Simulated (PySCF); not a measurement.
**Working out the ionisation energy of Zn⁺**

Zn⁺ [Ar] 3d10 4s1 (2S) → Zn²⁺ [Ar] 3d10 (1S). Calculation: PySCF 2.14, in def2-TZVP (6s5p4d1f, 48 functions); no relativity, point nucleus. Frozen: [Ar]. Energies in hartree (1 hartree = 27.21139 eV):

```json
{"part": "UHF", "Zn⁺ (lower)": "-1777.526441", "Zn²⁺ (upper)": "-1776.916790"}
{"part": "CCSD correlation", "Zn⁺ (lower)": "-0.330082", "Zn²⁺ (upper)": "-0.308479"}
{"part": "(T)", "Zn⁺ (lower)": "-0.005670", "Zn²⁺ (upper)": "-0.004143"}
```

Question: What does Hartree-Fock give?

Answer: (-1776.916790) − (-1777.526441) = 0.609651 hartree = 16.589 eV.

Question: What do CCSD and CCSD(T) give?

Answer: The CCSD correlation energies differ by 0.021603 hartree = 0.588 eV and the triples by 0.001527 hartree = 0.042 eV, so CCSD gives 17.177 eV and CCSD(T) 17.219 eV.

Measured between the centres of the two terms (NIST): 17.964 eV, so CCSD(T) (valence) is off by -0.745 eV.

The calculation is non-relativistic.

What remains against the reference includes basis incompleteness, the frozen core and higher excitations.
